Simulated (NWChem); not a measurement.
System: C₄H₇N; SMILES C(C#C)CN

Here is an NWChem input.

```
start job
memory heap 200 mb stack 900 mb global 1100 mb
geometry units angstroms noautosym nocenter noautoz
  C      0.590929    -2.218459    -0.073952
  C     -0.140971    -1.251343     0.087275
  C     -0.975916    -0.063740     0.257550
  C     -0.371752     1.192375    -0.398566
  N      0.875105     1.555042     0.262046
  H      1.221995    -3.085376    -0.208287
  H     -1.111217     0.136023     1.343061
  H     -1.985107    -0.257180    -0.166434
  H     -0.293244     1.000093    -1.500137
  H     -1.097796     2.024760    -0.275279
  H      1.300154     2.363307    -0.208562
  H      1.546459     0.781467     0.153341
end
basis spherical
  * library 6-31g*
end
dft
  xc pbe0
  iterations 150
end
property
  efieldgrad
end
task dft property
```

Geometry: optimised at PBE-D3(BJ)/def2-SVP.

Vzz is the largest principal value of the second derivative of the potential at the nucleus (NWChem prints the opposite sign); η is the asymmetry. Non-relativistic.

Atoms are numbered as in the input.

What results follow from this input? (PBE0/6-31G* (spherical d).) Quantities: Vzz N5 (a.u.); η N5.


| Item | Result |
|---|---|
| Vzz N5 (a.u.) | -0.991 |
| η N5 | 0.15 |
